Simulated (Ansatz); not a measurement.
**What each rung costs, and what it gives**

Saddle point of CH$_{6}$SSn, closed shell (CH₆SSn ([CH3][SnH2][SH]) → CH₄Sn ([CH2][SnH2]) + H₂S; bonds formed: S2–H4; bonds broken: Sn1–S2, C3–H4), PBE0-D4/def2-TZVP structure:

Sn1  (-0.894, 0.716, -0.228)
S2  (1.321, -0.692, -1.498)
C3  (-0.337, -0.517, 1.258)
H4  (0.881, -0.980, -0.151)
H5  (-2.004, 0.320, -1.460)
H6  (-0.222, 2.261, -0.505)
H7  (2.187, 0.232, -1.051)
H8  (-1.047, -1.302, 1.511)
H9  (0.114, -0.038, 2.124)
(Å)

Barriers are electronic and count from the start structure reached by relaxing down the imaginary mode.

Ansatz 0.2.0; basis: as named in each row; cores frozen in the correlated methods. Filled d shells of the heavier atoms are correlated. Core potentials replace the inner electrons of the atoms past krypton. The def2 sets are not built for correlating such inner shells, so the correlated values are less sure here. B3LYP uses VWN-RPA correlation. Extrapolation: Hartree–Fock as exp(−7.88 √X), correlation as X^−2.97.

Times are rough, for one single point on 4 threads of a shared host (Arm Neoverse V2).

The estimate by CCSD(T) at an estimated basis limit (MP2 extrapolated from triple and quadruple zeta, plus CCSD(T) − MP2 in triple zeta) is 3.198 eV.

```json
{"method": "SPW92", "basis": "def2-SVP", "time (s)": "under 1", "barrier (eV)": "2.750", "method less estimate": "-0.448"}
{"method": "PBE-D4", "basis": "def2-SVP", "time (s)": "under 1", "barrier (eV)": "2.821", "method less estimate": "-0.377"}
{"method": "PBE0-D4", "basis": "def2-SVP", "time (s)": "under 1", "barrier (eV)": "3.126", "method less estimate": "-0.072"}
{"method": "SPW92", "basis": "def2-TZVPP", "time (s)": "under 1", "barrier (eV)": "2.770", "method less estimate": "-0.428"}
{"method": "PBE-D4", "basis": "def2-TZVPP", "time (s)": "1", "barrier (eV)": "2.847", "method less estimate": "-0.351"}
{"method": "BLYP-D4", "basis": "def2-TZVPP", "time (s)": "2", "barrier (eV)": "2.841", "method less estimate": "-0.357"}
{"method": "B3LYP-D4", "basis": "def2-TZVPP", "time (s)": "2", "barrier (eV)": "3.091", "method less estimate": "-0.107"}
{"method": "BHLYP-D4", "basis": "def2-TZVPP", "time (s)": "2", "barrier (eV)": "3.418", "method less estimate": "0.220"}
{"method": "PBE0-D4", "basis": "def2-TZVPP", "time (s)": "2", "barrier (eV)": "3.143", "method less estimate": "-0.055"}
{"method": "CAM-B3LYP-D4", "basis": "def2-TZVPP", "time (s)": "2", "barrier (eV)": "3.279", "method less estimate": "0.081"}
{"method": "CCSD(T)", "basis": "def2-SVP", "time (s)": "3", "barrier (eV)": "3.227", "method less estimate": "0.028"}
{"method": "r2SCAN-D4", "basis": "def2-TZVPP", "time (s)": "3", "barrier (eV)": "3.071", "method less estimate": "-0.127"}
{"method": "r2SCAN0-D4", "basis": "def2-TZVPP", "time (s)": "4", "barrier (eV)": "3.263", "method less estimate": "0.065"}
{"method": "wB97M-V", "basis": "def2-SVP", "time (s)": "4", "barrier (eV)": "3.253", "method less estimate": "0.055"}
{"method": "B2PLYP", "basis": "def2-TZVPP", "time (s)": "4", "barrier (eV)": "3.161", "method less estimate": "-0.037"}
{"method": "PBE-QIDH", "basis": "def2-TZVPP", "time (s)": "4", "barrier (eV)": "3.309", "method less estimate": "0.111"}
{"method": "RPA on PBE", "basis": "def2-TZVPP", "time (s)": "4", "barrier (eV)": "3.123", "method less estimate": "-0.075"}
{"method": "wB97X-V", "basis": "def2-TZVPP", "time (s)": "6", "barrier (eV)": "3.377", "method less estimate": "0.179"}
{"method": "B97M-V", "basis": "def2-TZVPP", "time (s)": "6", "barrier (eV)": "3.156", "method less estimate": "-0.042"}
{"method": "wB97M-V", "basis": "def2-TZVPP", "time (s)": "6", "barrier (eV)": "3.276", "method less estimate": "0.078"}
{"method": "MP2", "basis": "def2-QZVPP", "time (s)": "15", "barrier (eV)": "3.189", "method less estimate": "-0.009"}
{"method": "CCSD(T)", "basis": "def2-TZVPP", "time (s)": "73", "barrier (eV)": "3.198", "method less estimate": "0.000"}
```

All methods are single points on the PBE0-D4 structures.

T1 diagnostic: at most 0.018. The restricted Hartree–Fock reference is unstable towards an unrestricted one at one or more of these structures.

Labels in which every atom is bracketed show which atoms are joined, not bond orders.
